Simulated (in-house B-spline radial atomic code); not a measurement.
**The phosphorus ion P³⁺: [Ne] 3s1 5p1 (an excited or competing configuration)**

All numbers are computed (Dirac-Hartree-Fock, average of configuration; Fermi nucleus of rms radius 3.1889 fm) with an all-electron radial atomic-structure program (B-spline basis), not measured.

Effective charges: Z_r = [3n² - l(l+1)]/(2<r>) from the radius, Z_e = n√(-2ε) from the energy, and Slater's rules. Values are occupation-weighted means over j.

| shell | electrons | ε (eV) | <r> (bohr) | Z_r | Z_e | Slater |
| --- | --- | --- | --- | --- | --- | --- |
| 1s | 2 | -2236 | 0.1034 | 14.51 | 12.82 | 14.70 |
| 2s | 2 | -256.39 | 0.5122 | 11.71 | 8.68 | 10.85 |
| 2p | 6 | -198.1 | 0.48 | 10.42 | 7.63 | 10.85 |
| 3s | 1 | -59.854 | 1.618 | 8.35 | 6.29 | 6.20 |
| 5p | 1 | -11.342 | 6.997 | 5.22 | 4.57 | 4.00 |

The least bound orbital is 5p3/2 at -11.34 eV, and it is also the most diffuse (<r> = 6.999 bohr).

Spin-orbit splittings of the orbital energies (j = l + 1/2 above j = l - 1/2 when positive): 2p 0.9697 eV, 5p 0.01189 eV.

For the 1s electron the small component carries 0.284 % of the norm, the zero-frequency Breit interaction raises the level by 1.407 eV, self-energy by 0.6107 eV, and vacuum polarisation lowers it by 0.03916 eV.
